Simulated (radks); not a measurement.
The numbers below are computed, except where a source is named.
Effect of the nuclear size on neutral sulfur, [Ne] 3s2 3p4. Code: a radial shooting solver on a logarithmic mesh with Libxc functionals. Model: Dirac Kohn-Sham, relativistic LDA (MacDonald-Vosko exchange, VWN5 correlation), spin-unpolarised, spherical densities, finite nucleus; open shells are shared between the two j in proportion to 2j + 1; Fermi nuclear charge, rms radius 3.2611 fm. The rms radius is varied about that value; shifts are against it.

rms radius (fm)  total energy shift (eV)  density at nucleus (e/bohr^3)  1s1/2 shift (meV)  2s1/2 shift (meV)
2.7719                          -0.00280                           2923              -1.17             -0.083
3.0622                          -0.00119                           2918             -0.499             -0.035
3.2611                                 0                           2915              0.000              0.000
3.3948                          0.000841                           2913              0.353              0.025
3.9525                           0.00471                           2906               1.97              0.139

Slopes of the eigenvalues against <r^2> in GHz/fm^2, as finite differences over the two radii next to the reference (eigenvalue slopes, not the field-shift constants of lines): 1s1/2 95.9, 2s1/2 6.76.
